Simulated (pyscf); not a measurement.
# `[OH][Zn][OH]`, singlet

Gas-phase minimum from PySCF at ωB97X-D3(BJ)/def2-SVP, one conformer. 

SMILES: [OH][Zn][OH]
```xyz
5

O      0.8268    -1.4927    -1.2358
Zn     0.2214     0.0340    -0.5798
O     -0.3503     1.6171    -0.0363
H      0.2304    -2.2439    -1.1516
H      0.0243     1.9261     0.7952
```
Charge 0, spin multiplicity 1.

Bond lengths (Å): O1–Zn2 1.769, O1–H4 0.963, Zn2–O3 1.769, O3–H5 0.963. Angles (°): Zn2–O1–H4 115.4, O1–Zn2–O3 175.8, Zn2–O3–H5 115.3.

Properties at ωB97X-D3(BJ)/def2-SVP:

| Property | Value |
|---|---|
| Harmonic wavenumbers, unscaled | 139, 157, 166, 620, 723, 741, 794, 3920, 3921 cm⁻¹ |
| Zero-point energy | 16.0 kcal/mol |
| Rotational symmetry number | 2 |
| Entropy of this conformer at 298 K and 1 atm, rigid rotor and harmonic oscillator, modes under 100 cm⁻¹ raised to 100 | 287.3 J/(mol K) |
| Dipole moment | 1.79 D |

Single-point totals, which compare only within one level (frozen core for MP2 and CC):

| level | total energy (hartree) |
|---|---|
| ωB97X-D3(BJ)/def2-TZVP | -1931.13212 |
| PBE/def2-TZVP | -1930.72597 |
| r²SCAN/def2-TZVP | -1931.06222 |
| B3LYP-D3(BJ)/def2-TZVP | -1931.20486 |
| PBE0-D3(BJ)/def2-TZVP | -1930.73865 |
| M06-2X/def2-TZVP | -1931.06445 |
| ωB97M-D3(BJ)/def2-TZVP | -1931.20874 |
| HF/def2-TZVPP | -1928.79079 |
| MP2/def2-TZVPP | -1930.12309 |
| CCSD/def2-TZVPP | -1930.03957 |
| CCSD(T)/def2-TZVPP | -1930.07456 |

Soft torsions are taken as harmonic, which can shift the entropy by several J/(mol K). The CCSD(T) − MP2 part came from Ansatz, without density fitting, on the same reference. The frozen core leaves the outer d or s,p core shells of the metals and heavy elements correlated in the MP2 and CC values, and def2-TZVPP describes them poorly, so these totals are far from the basis limit. Elements up to Kr have no core potential and no relativistic terms here.
